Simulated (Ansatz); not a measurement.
`N[SiH2]N[SiH](N)O` + `N[SiH](O)Cl` → `N[Si@H](Cl)O[Si@@H](N)O` + `N[SiH2]N`  (ligand exchange at the Si–N bond)

Computed with Ansatz on PBE0-D4/def2-TZVP structures; ΔE is electronic, products minus reactants. CBS: MP2 limit from def2 TZ/QZ plus the TZ coupled-cluster correction, frozen cores. This one scheme is used for every species. Functionals use def2-TZVPP. Each species was taken in one conformer, which may not be the lowest.

Question: Is it downhill or uphill in electronic energy at CCSD(T)/CBS, and by how much? (Best estimate.)

Answer: The calculation gave: Downhill: ΔE = -0.47 eV.

Question: What do these levels give: PBE-D4, r2SCAN-D4, ωB97X-V, B2PLYP, r2SCAN, PBE0, MP2/def2-TZVPP, SCS-MP2/def2-TZVPP, CCSD/def2-TZVPP, HF/def2-QZVPP, HF/CBS(def2), CCSD/CBS(def2)? (An estimate is asked.)

Answer: Computed: PBE-D4 -0.35, r2SCAN-D4 -0.45, ωB97X-V -0.46, B2PLYP -0.48, r2SCAN -0.45, PBE0 -0.41, MP2/def2-TZVPP -0.43, SCS-MP2/def2-TZVPP -0.48, CCSD/def2-TZVPP -0.48, HF/def2-QZVPP -0.71, HF/CBS(def2) -0.71, CCSD/CBS(def2) -0.51 eV.

Largest T1 diagnostic among the species: 0.011.

From PBE to PBE0 (25 % exact exchange), in def2-TZVPP and without D4, ΔE moves by −0.05 eV. In def2-TZVPP, CCSD(T) changes the Hartree–Fock value by +0.25 eV (the triples alone add +0.04 eV) and MP2 by +0.25 eV.
